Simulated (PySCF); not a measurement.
**Neon: a sound run and one with changed settings**

Sound run: Ne²⁺ [He] 2s2 2p4, Ne³⁺ [He] 2s2 2p3. Calculation: PySCF 2.14, in cc-pVTZ (4s3p2d1f, 30 functions); the non-relativistic Hamiltonian (point nucleus). In the sound run the correlated levels freeze 1s2. The sound run starts from symmetry-adapted Hartree-Fock orbitals and uses a fine grid where one is needed.

Changed run: initial guess sap, at most 50 SCF cycles, level shift 0.1 hartree.

| species | method | sound run (hartree) | changed run (hartree) | converged |
| --- | --- | --- | --- | --- |
| Ne²⁺ | UHF | -126.36528 | -126.36528 | yes |
| Ne²⁺ | TPSS | -126.67024 | -126.67024 | yes |
| Ne²⁺ | MN15 | -126.56507 | -126.56507 | yes |
| Ne²⁺ | MP2 | -126.50861 | -126.50580 | yes |
| Ne²⁺ | CCSD(T) | -126.52429 | -126.52429 | yes |
| Ne³⁺ | UHF | -124.09356 | -124.09356 | yes |
| Ne³⁺ | TPSS | -124.31867 | -124.31867 | yes |
| Ne³⁺ | MN15 | -124.22059 | -124.22059 | yes |
| Ne³⁺ | MP2 | -124.19401 | -124.19203 | yes |
| Ne³⁺ | CCSD(T) | -124.20798 | -124.20798 | yes |

Ionisation energy of Ne²⁺:

```
 method  sound run (eV)  changed run (eV)
    UHF          61.817            61.817
   TPSS          63.990            63.990
   MN15          63.797            63.797
    MP2          62.983            62.961
SCS-MP2          63.084            63.061
   CCSD          63.014            63.014
CCSD(T)          63.030            63.030
```

A level shift leaves the converged SCF energy unchanged but raises the virtual orbital energies, which shrinks MP2 if it is not removed.

For comparison, NIST gives 63.423 eV between the lowest levels.
